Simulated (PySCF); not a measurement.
# Broadened absorption spectrum of C5H12N2

Compound: C5H12N2.
Atom-mapped SMILES: `[CH3:1][C@H:2]1[CH2:3][CH2:4][NH:5][N:6]1[CH3:7]` (hydrogens: H8, H9, H10 on C1; H11 on C2; H12, H13 on C3; H14, H15 on C4; H16 on N5; H17, H18, H19 on C7)

Geometry (GFN2-xTB, Å), atoms numbered from 1 in this order:
```
atom  x, y, z in Å
C1    -0.7489    1.3974   -1.3467
C2    -0.2987    0.7618   -0.0335
C3    -1.3019   -0.3020    0.4760
C4    -0.4896   -1.6105    0.4231
N5     0.6647   -1.3233   -0.4268
N6     0.9732    0.0523   -0.2489
C7     1.9259    0.2218    0.8303
H8    -0.9381    0.6331   -2.0971
H9     0.0292    2.0580   -1.7198
H10   -1.6591    1.9733   -1.1962
H11   -0.1471    1.5522    0.7066
H12   -2.1705   -0.3537   -0.1802
H13   -1.6459   -0.0836    1.4850
H14   -1.0549   -2.4540    0.0300
H15   -0.1162   -1.8767    1.4164
H16    0.4121   -1.4423   -1.4063
H17    2.2822    1.2509    0.8150
H18    1.5121    0.0028    1.8236
H19    2.7618   -0.4482    0.6420
```

The calculation used TDDFT CAM-B3LYP/def2-SVPD, vertical, gas phase, core orbitals frozen in the response in PySCF.

Broadening: Gaussians 0.3 eV wide at half height, area fixed by f = 4.319×10⁻⁹ ∫ε dν̃. The width is an assumption, not a result. The curve ends short of the highest state used, and states not computed would add to its high-energy end.

E (eV), ε (L mol⁻¹ cm⁻¹) and a bar:
```
     5.69          1 
     5.72          2 
     5.75          5 
     5.77          8 
     5.80         16 
     5.83         29 
     5.86         49 #
     5.89         80 #
     5.91        108 #
     5.94        161 ##
     5.97        227 ###
     6.00        302 ####
     6.03        381 #####
     6.05        431 #####
     6.08        495 ######
     6.11        539 ######
     6.14        555 #######
     6.17        543 ######
     6.19        519 ######
     6.22        468 ######
     6.25        408 #####
     6.28        350 ####
     6.31        310 ####
     6.33        297 ####
     6.36        308 ####
     6.39        356 ####
     6.42        444 #####
     6.44        521 ######
     6.47        659 ########
     6.50        810 ##########
     6.53        961 ###########
     6.56       1097 #############
     6.58       1173 ##############
     6.61       1260 ###############
     6.64       1314 ################
     6.67       1334 ################
     6.70       1324 ################
     6.72       1303 ################
     6.75       1250 ###############
     6.78       1175 ##############
     6.81       1080 #############
     6.84        972 ############
     6.86        897 ###########
     6.89        792 #########
     6.92        708 ########
     6.95        662 ########
     6.98        666 ########
     7.00        701 ########
     7.03        802 ##########
     7.06        957 ###########
     7.09       1161 ##############
     7.12       1402 #################
     7.14       1581 ###################
     7.17       1872 ######################
     7.20       2186 ##########################
     7.23       2518 ##############################
```

**Question.** Where are the band maxima, and which computed states make them?

**Answer.** 202 nm (6.14 eV), ε about 560, made up of S1 (100%); 186 nm (6.67 eV), ε about 1300, made up of S2 (60%) and S3 (40%) (ε in L mol⁻¹ cm⁻¹; maxima over ε = 5, shares over 10%). At its high-energy end, 7.23 eV, the curve is still rising (ε about 2500, from S4, S5 and S6). The states used: S1 6.14 eV (f 0.0062); S2 6.59 eV (f 0.011); S3 6.80 eV (f 0.0093); S4 7.17 eV (f 0.012); S5 7.35 eV (f 0.0094); S6 7.41 eV (f 0.030); S7 7.72 eV (f 0.012); S8 7.83 eV (f 0.018).

**Question.** Coming from long wavelengths, where does ε first pass 100 L mol⁻¹ cm⁻¹?

**Answer.** At about 210 nm (5.91 eV), 0.23 eV below S1.

**Question.** On this curve, what absorbance would a 10⁻⁵ mol/L sample give at 193 nm over a 1 cm path?

**Answer.** 193 nm is 6.424 eV, where ε is about 460 L mol⁻¹ cm⁻¹, so A = ε c l ≈ 0.0046 (Beer–Lambert, with the gas-phase spectrum and the assumed width).

**Question.** What would ε be at 6.67 eV, the highest of these maxima, with half the width (0.15 eV)?

**Answer.** About 1210 L mol⁻¹ cm⁻¹ against 1330, a factor of about 0.9; a lone state at its own centre would give exactly 2.

The run took about 2.2 min of CPU time (one thread, shared machine).

One conformer stands for the species.
